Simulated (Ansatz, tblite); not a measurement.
Cost and result up the ladder for dimethylphenylsulfonium bromide (C₈H₁₁BrS) (21 atoms). The state is a singlet with charge 0. Geometry: PBE-D4/def2-SVP.

```xyz
21

C    -1.4241   -1.7683    0.8629
S    -0.4490   -1.4417   -0.6424
C     1.1972   -2.1018   -0.2229
C    -0.0702    0.3680   -0.2870
C    -0.4162    1.2354   -1.3336
C    -0.1863    2.6149   -1.2012
C     0.3877    3.1195   -0.0254
C     0.7328    2.2466    1.0202
C     0.5050    0.8681    0.8929
H    -2.4161   -1.3142    0.6813
H    -1.5115   -2.8711    0.9046
H    -0.9392   -1.3136    1.7461
H     1.0644   -3.2011   -0.2444
H     1.8715   -1.7711   -1.0348
H     1.5368   -1.7089    0.7529
H    -0.8654    0.8285   -2.2537
H    -0.4579    3.2958   -2.0219
H     0.5684    4.1998    0.0800
H     1.1840    2.6417    1.9432
H     0.7821    0.1983    1.7222
Br   -1.0939   -4.1250   -1.3389
```

Ansatz on 4 threads of Arm Neoverse V2 on a shared host; xTB runs through tblite on one thread. Times are rough, summed over both states, and most runs start from the orbitals of an earlier one. PBE0-D4/def2-TZVP serves as the yardstick here, not as an exact answer. The other state is a doublet.

The xTB rows come from tblite. HOMO above LUMO, or a gap near zero within one spin, warns that the state may not be the lowest or that an electron is smeared out.

Raw xTB energies of ions are shifted by several eV.

```tsv
level	functions	wall time	vertical IE (eV)	difference from PBE0-D4/def2-TZVP (eV)	remarks
GFN2-xTB	61	0.031 s	12.02	4.27	–
GFN1-xTB	72	0.042 s	12.10	4.36	–
PBE-D4/def2-TZVP (with forces)	399	58 s	7.75	0.01	gap within one spin near zero (+1 doublet)
PBE0-D4/def2-TZVP	399	92 s	7.74	0.00	–
BHLYP-D4/def2-TZVP (with forces)	399	95 s	7.59	-0.16	–
```
